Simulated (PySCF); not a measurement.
H₆AlO₂Si₂, charge +1, singlet, geometry from GFN2-xTB (such geometries of metal compounds can be far from the true shape), with bond 11-8 at 1.6 times its length; B3LYP/3-21G in PySCF.

Here is a job for PySCF.
```python
from pyscf import gto, scf, dft

mol = gto.M(
    atom='''
Al    0.00000000   -0.00000000   -0.00000000
O    -1.35076414    0.16845009    0.86244077
Si   -2.81839043    0.35147375    1.79949611
H    -2.60943543   -0.64800399    2.84364877
H    -3.83169504    0.04015784    0.79492213
H    -2.71613638    1.74982381    2.20819395
O     1.35076414   -0.16845009   -0.86244077
Si    2.81839043   -0.35147375   -1.79949611
H     2.37190485   -1.27348421   -2.84037077
H     3.72579932   -0.89679443   -0.79346074
H     3.20426603    1.85616582   -2.46099569
''',
    basis='3-21g',
    charge=1,
    verbose=4,
)

mf = dft.RKS(mol)
mf.xc = 'b3lyp'
mf.diis_space = 2
mf.kernel()
mf.analyze()
```

Q: Write the output that PySCF gives for this input, abridged.

A: 
```
PySCF version 2.14.0

[INPUT] verbose = 4
[INPUT] num. atoms = 11
[INPUT] num. electrons = 62
[INPUT] charge = 1
[INPUT] spin (= nelec alpha-beta = 2S) = 0
[INPUT] symmetry False subgroup None
[INPUT] Mole.unit = angstrom
[INPUT] Symbol           X                Y                Z      unit          X                Y                Z       unit  Magmom
[...]
nuclear repulsion = 304.350377319026
number of shells = 43
number of NR pGTOs = 129
number of NR cGTOs = 69
basis = 3-21g
ecp = {}

******** <class 'pyscf.dft.rks.RKS'> ********
method = RKS
initial guess = minao
damping factor = 0
level_shift factor = 0
DIIS = <class 'pyscf.scf.diis.CDIIS'>
diis_start_cycle = 1
diis_space = 2
diis_damp = 0
SCF conv_tol = 1e-09
SCF conv_tol_grad = None
SCF max_cycles = 50
direct_scf = True
direct_scf_tol = 1e-13
XC library pyscf.dft.libxc version 7.1.2
    S. Lehtola, C. Steigemann, M. J. T. Oliveira, and M. A. L. Marques,  SoftwareX 7, 1–5 (2018)
XC functionals = b3lyp
    P. J. Stephens, F. J. Devlin, C. F. Chabalowski, and M. J. Frisch,  J. Phys. Chem. 98, 11623 (1994)
radial grids:
    Treutler-Ahlrichs [JCP 102, 346 (1995); DOI:10.1063/1.469408] (M4) radial grids

becke partition: Becke, JCP 88, 2547 (1988); DOI:10.1063/1.454033
pruning grids: <function nwchem_prune>
grids dens level: 3
symmetrized grids: False
atomic radii adjust function: <function treutler_atomic_radii_adjust>
small_rho_cutoff = 0
Set gradient conv threshold to 3.16228e-05
Initial guess from minao.
tot grids = 144552
init E= -969.819290349277
[...]
cycle= 1 E= -969.788284722658  delta_E= 0.031  |g|= 1.17  |ddm|= 2.95
[...]
cycle= 2 E= -968.864970246591  delta_E= 0.923  |g|= 2.38  |ddm|= 2.43
[...]
cycle= 3 E= -970.040304685606  delta_E= -1.18  |g|= 0.179  |ddm|= 1.86
[...]
cycle= 4 E= -970.03831693499  delta_E= 0.00199  |g|= 0.19  |ddm|= 0.416
[...]
cycle= 5 E= -970.048041843963  delta_E= -0.00972  |g|= 0.131  |ddm|= 0.265
[...]
cycle= 6 E= -970.044314021234  delta_E= 0.00373  |g|= 0.174  |ddm|= 0.196
[...]
cycle= 7 E= -970.048365696666  delta_E= -0.00405  |g|= 0.104  |ddm|= 0.22
[...]
cycle= 8 E= -970.04705407688  delta_E= 0.00131  |g|= 0.149  |ddm|= 0.178
[...]
cycle= 9 E= -970.04936003176  delta_E= -0.00231  |g|= 0.0862  |ddm|= 0.129
[...]
cycle= 10 E= -970.047703575487  delta_E= 0.00166  |g|= 0.12  |ddm|= 0.179
[...]
cycle= 11 E= -970.04986415435  delta_E= -0.00216  |g|= 0.0866  |ddm|= 0.124
[...]
cycle= 12 E= -970.048369337974  delta_E= 0.00149  |g|= 0.109  |ddm|= 0.139
[...]
[...]
[...]
cycle= 35 E= -970.049863798753  delta_E= -0.000448  |g|= 0.0853  |ddm|= 0.0993
[...]
cycle= 36 E= -970.049026697235  delta_E= 0.000837  |g|= 0.106  |ddm|= 0.122
[...]
cycle= 37 E= -970.050213132116  delta_E= -0.00119  |g|= 0.0774  |ddm|= 0.103
[...]
cycle= 38 E= -970.04840005055  delta_E= 0.00181  |g|= 0.121  |ddm|= 0.118
[...]
cycle= 39 E= -970.050118759947  delta_E= -0.00172  |g|= 0.0775  |ddm|= 0.115
[...]
cycle= 40 E= -970.049356004537  delta_E= 0.000763  |g|= 0.102  |ddm|= 0.112
[...]
cycle= 41 E= -970.049787725211  delta_E= -0.000432  |g|= 0.0878  |ddm|= 0.101
[...]
cycle= 42 E= -970.048896541256  delta_E= 0.000891  |g|= 0.109  |ddm|= 0.125
[...]
cycle= 43 E= -970.050158176001  delta_E= -0.00126  |g|= 0.0792  |ddm|= 0.106
[...]
cycle= 44 E= -970.048308341379  delta_E= 0.00185  |g|= 0.124  |ddm|= 0.12
[...]
cycle= 45 E= -970.050031685112  delta_E= -0.00172  |g|= 0.0802  |ddm|= 0.117
[...]
cycle= 46 E= -970.049276187803  delta_E= 0.000755  |g|= 0.104  |ddm|= 0.115
[...]
cycle= 47 E= -970.049703063137  delta_E= -0.000427  |g|= 0.0904  |ddm|= 0.104
[...]
cycle= 48 E= -970.048737686625  delta_E= 0.000965  |g|= 0.112  |ddm|= 0.128
[...]
cycle= 49 E= -970.050097011208  delta_E= -0.00136  |g|= 0.0812  |ddm|= 0.109
[...]
cycle= 50 E= -970.04820096081  delta_E= 0.0019  |g|= 0.126  |ddm|= 0.122
SCF not converged.
SCF energy = -970.04820096081
**** SCF Summaries ****
Total Energy =                        -970.048200960809709
Nuclear Repulsion Energy =             304.350377319026165
One-electron Energy =                -1939.171709144524584
Two-electron Energy =                  664.773130864688824
Two-electron Coulomb Energy =          744.349620282555179
DFT Exchange-Correlation Energy =      -79.576489417866327
HOMO-LUMO gap [eV] =                     3.512087401791171
**** MO energy ****
[...]
 ** Mulliken pop on meta-lowdin orthogonal AOs  **
 ** Mulliken pop  **
 ** Mulliken atomic charges  **
charge of    0Al =      1.22235
charge of    1O =     -0.68155
charge of    2Si =      0.68667
charge of    3H =     -0.05075
charge of    4H =     -0.05062
charge of    5H =     -0.05040
charge of    6O =     -0.55966
charge of    7Si =      0.58750
charge of    8H =     -0.04113
charge of    9H =     -0.04113
charge of   10H =     -0.02128

WARN: System has nonzero charge 1; the dipole moment is origin-dependent.
Location of origin: [0. 0. 0.]

Dipole moment(X, Y, Z, Debye): -0.14627, -0.67284,  0.22080
```

Convergence was not reached.
